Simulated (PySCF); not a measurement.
## ³¹P chemical shifts

Calculated, not measured (PySCF 2.14.0 with density-fitted response routines): coordinates at the GFN2-xTB level, shieldings: GIAO PBE0/pcSseg-1. One conformer, in vacuum, fast rotation and ring inversion assumed for equivalent nuclei, relativity neglected.

Shieldings were converted by a linear fit to measured shifts: ³¹P: δ = 270.09 − 0.828σ (rms 18.1 ppm, 64 shifts vs H3PO4, solution or neat liquid). Occasional misses reach two or three times the rms, and more in compound classes unlike the fitted ones.

**Question.** Give the ³¹P shifts of `COC1=CC=C(C)[P@@]1(=O)P`.

**Answer.** 
```csv
compound,environment,δ (ppm)
[CH3:1][O:2][C:3]1=[CH:4][CH:5]=[C:6]([CH3:7])[P@@:8]1(=[O:9])[PH2:10],"P8: phosphorus bonded to 2 C, O, P, in a 5-membered ring",17.5
[CH3:1][O:2][C:3]1=[CH:4][CH:5]=[C:6]([CH3:7])[P@@:8]1(=[O:9])[PH2:10],"P10: phosphorus bonded to P, 2 H",-171.4
```

**Question.** Order these by ³¹P shift, lowest first.
A. C[C@@H]1[C@H]([SiH3])C[P@@H]1=O
B. C[Si](C)(C)P
C. COC1=CC(C)=C(F)[P@@H]1=S
D. COC(=O)c1ocpc1F
E. C=Cc1pcoc1OC
F. C=Cc1pc(F)cs1

**Answer.** B (-227.5 ppm, phosphorus bonded to Si, 2 H), C (-21.9 ppm, phosphorus bonded to 2 C, S, H, in a 5-membered ring), A (3.7 ppm, phosphorus bonded to 2 C, O, H, in a 4-membered ring), D (94.3 ppm, phosphorus bonded to 2 C, in a 5-membered ring), E (123.4 ppm, phosphorus bonded to 2 C, in a 5-membered ring), F (164.9 ppm, phosphorus bonded to 2 C, in a 5-membered ring).
